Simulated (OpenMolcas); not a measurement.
Co3+, Rh3+, Ir3+: d6 down the group

- Program: OpenMolcas 26.06
- Method: SS-CASPT2, IPEA 0.25 Eh, imaginary shift 0.1 Eh
- Basis: ANO-RCC-VQZP
- Scalar Hamiltonian: DKH2, point nucleus
- Spin-orbit coupling: RASSI with atomic mean-field integrals over the reference wave functions, term energies averaged over their components

Active space for each ion: 6 electrons in 5 orbitals (d); closed shells correlated by CASPT2: Co3+ 3s 3p; Rh3+ 4s 4p; Ir3+ 5s 5p.

Computed levels in cm-1 above 5D4:

| Level | Co3+ | Rh3+ | Ir3+ |
| --- | --- | --- | --- |
| 5D3 | 618 | 1562 | 6090 |
| 5D2 | 1047 | 2440 | 5570 |
| 5D1 | 1321 | 3020 | 9020 |
| 5D0 | 1455 | 3300 | 9220 |
| 3H6 | 23970 | 17890 | 19530 |
| 3H5 | 24270 | 18180 | 29570 |
| 3P1(1) | 24700 | 21980 | 35770 |
| 3F2(1) | 26170 | 20750 | 23460 |
| 3G5 | 29380 | 22330 | 19120 |
| weight of 5D in the lowest level (%) | 100 | 98 | 82 |

Mixed levels, with the weight of the term that names them: Ir3+ 5D2 (63 %), Ir3+ 3H5 (51 %), Ir3+ 3P1(1) (73 %), Ir3+ 3F2(1) (71 %), Ir3+ 3G5 (51 %).

Measured, with the error of the calculation in %. Measured levels: Co3+ from Sugar and Corliss, J. Phys. Chem. Ref. Data 10, 1097 (1981).

| Level | Co3+ |
| --- | --- |
| 5D3 | 639 (-3.3) |
| 5D2 | 1078 (-2.9) |
| 5D0 | 1494 (-2.6) |
| 3H6 | 23680 (+1.2) |
| 3H5 | 24032 (+1.0) |
| 3P1(1) | 24729 (-0.1) |
| 3F2(1) | 25969 (+0.8) |
| 3G5 | 29022 (+1.2) |

The fine-structure level 5D0 changes by a factor of 6.34 from Co3+ to Ir3+.

Without spin-orbit coupling 3H lies 23660, 17120, 15960 cm-1 above 5D in that order; the difference to the level 3H6, of either sign, comes from spin-orbit coupling, which also lowers the zero.

CASPT2 breaks the degeneracy within a term, and the mean is taken; among the terms shown or strongly mixed into the levels shown the widest spread is 170 cm-1 (3d6 3G, Co3+). Computed and measured levels are paired by configuration, term and J; levels that our copy of the source lacks, or whose pairing is in doubt (as where it misses far off the trend of its configuration), stay unpaired and out of the deviations. Levels of configurations outside the active space are missing.

A number in round brackets counts repeated terms of one configuration in the order of the reference energies.
